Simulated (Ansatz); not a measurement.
F2Sn, charge +1, doublet, at a GFN2-xTB geometry (such geometries of metal compounds can be far from the true shape) (a state made from the parent by changing its charge; the spin is typed, not shown lowest) (all electrons, no relativity), with bond 2-1 at 1.8 times its length; CASSCF(5,6)/STO-3G (Ansatz, a first-principles code).

Input for Ansatz:
Ansatz 0.2 input:
```yaml
crystal:
  periodic: [false, false, false]
  atoms:
    - {symbol: Sn, position_ang: [0.00000000, 0.00000000, 0.00000000]}
    - {symbol: F, position_ang: [0.00000000, 0.00000000, -3.97597028]}
    - {symbol: F, position_ang: [0.00000000, 0.00000000, 2.20887238]}
basis:
  gaussian:
    orbitals: STO-3G
hamiltonian:
  xc: hf
total_charge: 1
correlation: {active_space: {window: {electrons: 5, orbitals: 6}}}
magnetization: {spin_polarized: false, initial_magnetization: 1}
```

Question: What does Ansatz print? Leave out banner, timings and long lists.

Answer: 
```
Functional definition: HF
487 factors; integrals over basis functions are off by at most 3.4e-5 eV
mean field evaluation 1: about -167573.0672 eV, gradient 2.3e1 eV
mean field evaluation 2: about -167573.0896 eV, gradient 2.3e1 eV
mean field evaluation 4: about -167571.7979 eV, gradient 3.6e1 eV
mean field evaluation 8: about -167581.3756 eV, gradient 5.7e0 eV
mean field evaluation 16: about -167597.1274 eV, gradient 4.4e-1 eV
mean field evaluation 32: about -167597.0874 eV, gradient 1.4e-4 eV
mean field evaluation 64: about -167597.0995 eV, gradient 6.8e-2 eV
mean field evaluation 96: about -167586.5182 eV, gradient 1.5e1 eV
mean field evaluation 128: about -167589.2182 eV, gradient 6.5e0 eV
mean field -167597.11159622 eV, -6159.0802497587 hartree, gradient 2.8e-6 eV, S^2 0.750000; 8 other end points of the search recorded, 0 dependent functions left out
reference -167597.11159622 eV, -6159.0802497587 hartree; 34, 33 occupied and 3, 4 virtual orbitals, 487 factors
state -167599.13821238 eV, -6159.1547265288 hartree
Total energy: -167599.13821238 eV, -6159.1547265288 hartree
```
